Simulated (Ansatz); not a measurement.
CH8AlBSi. Charge 0, multiplicity 1. The bonds changed during the relaxation, so this is another structure than the one it started from. The structure was optimised at the PBE0-D4/def2-TZVP level. It is one conformer, not always the lowest.

```xyz
12

B     0.172   -0.498   -1.494
Si   -1.379    0.483   -1.769
Al    0.298    0.565    0.406
C     0.734   -0.572    1.928
H     0.173   -1.681   -1.338
H     1.239    0.097   -1.305
H    -1.471    1.961   -1.869
H    -2.728   -0.133   -1.751
H     0.514    2.138    0.443
H     0.027   -0.381    2.744
H     0.689   -1.636    1.689
H     1.732   -0.344    2.315
```

Q: What is the dipole moment at r2SCAN/def2-TZVPP? (Best estimate.)

A: The calculation gave: 0.72 D, with components (-0.48, -0.04, 0.52) D in this frame, pointing from negative to positive charge.

Q: And with PBE, B3LYP, ωB97M-V? (An estimate is asked.)

A: Computed: PBE 0.74 D, B3LYP 0.71 D, ωB97M-V 0.77 D.

Q: Give the Mulliken charges with r2SCAN, PBE, ωB97M-V in def2-TZVPP. (An estimate is asked.)

A: The calculation gave: 
| atom | r2SCAN | PBE | ωB97M-V |
| --- | --- | --- | --- |
| B1 | -0.09 | -0.03 | -0.22 |
| Si2 | 0.08 | -0.01 | -0.04 |
| Al3 | 0.41 | 0.29 | 0.36 |
| C4 | -0.37 | -0.42 | -0.51 |
| H5 | 0.02 | 0.04 | 0.11 |
| H6 | 0.00 | 0.02 | 0.07 |
| H7 | -0.04 | -0.02 | 0.01 |
| H8 | -0.06 | -0.04 | -0.01 |
| H9 | -0.16 | -0.12 | -0.12 |
| H10 | 0.07 | 0.10 | 0.11 |
| H11 | 0.08 | 0.11 | 0.12 |
| H12 | 0.07 | 0.10 | 0.11 |

B3LYP here is the variant with VWN-RPA as its local correlation; programs differ in this.
